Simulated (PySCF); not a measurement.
A run for PySCF: R-M06-2X/6-31G* on CH3FOSi (SMILES CO[Si]F), a point of a torsion scan.

```python
from pyscf import gto, scf, dft, mp
from pyscf.data.elements import chemcore

mol = gto.M(
    atom='''
    C    -0.81685984   -0.01513314    0.09773702
    O     0.27809296    0.82524356    0.02699230
    Si    1.88296670    0.91524080    0.14477757
    F     2.16428443    1.46003759   -1.37228459
    H    -0.94819734   -0.54601652   -0.84979101
    H    -1.70835910    0.58416530    0.29676520
    H    -0.69357815   -0.74845607    0.90169389
    ''',
    basis='6-31g*',
    cart=True,
    charge=0, spin=0, verbose=3, max_memory=1800)
mf = dft.RKS(mol, xc='m062x')
mf.conv_tol = 1e-8
mf.max_cycle = 100
mf.kernel()
if not mf.converged:
    mf = mf.newton().run(mf.mo_coeff, mf.mo_occ)
```

Task: Predict the final total energy.

Result: -504.3927 hartree.
